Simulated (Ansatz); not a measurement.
Task: Name a neutral molecule of Cl, In, Se and H with HOMO–LUMO gap (ωB97M-V/def2-TZVPP) between 9.40 and 9.70 eV and zero-point energy (PBE0-D4/def2-TZVP) between 35 and 51 kJ/mol (Ansatz, PBE0-D4/def2-TZVP geometry).

Result: `[Cl][InH][SeH]` (9.46 eV, 40.0 kJ/mol). Other molecules can fit too; these were computed, each in one conformer that needn't be the lowest.
